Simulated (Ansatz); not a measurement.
Basis-set extrapolation for Cl2H3O2Si2, SMILES `O[SiH](Cl)O[SiH]Cl` radical (PBE0-D4/def2-TZVP geometry, frozen core, Ansatz 0.2.0). Multiplicity 2, UHF reference.

```csv
,def2-TZVPP,def2-QZVPP
HF,-1648.694654,-1648.746719
MP2 correlation,-1.055996,-1.152591
CCSD(T) correlation,-1.150195,not run
```

Energies in hartree. Use E(X) = E(∞) + A·exp(−7.88·√X) for Hartree–Fock and E(X) = E(∞) + B·X^(−2.97) for correlation, with X = 3 and 4, and add CCSD(T) minus MP2 of the smaller set to the MP2 limit.

Problem. What is the CCSD(T) energy at the basis-set limit?

Solution. HF limit: -1648.746719 + (-0.052065) × 0.13774 = -1648.75389. MP2 limit: -1.152591 + (-0.096595) × 0.74074 = -1.22414. Higher-order term: -1.150195 − (-1.055996) = -0.09420. Total: -1650.07223 hartree, 597.0 kJ/mol below CCSD(T)/def2-TZVPP.
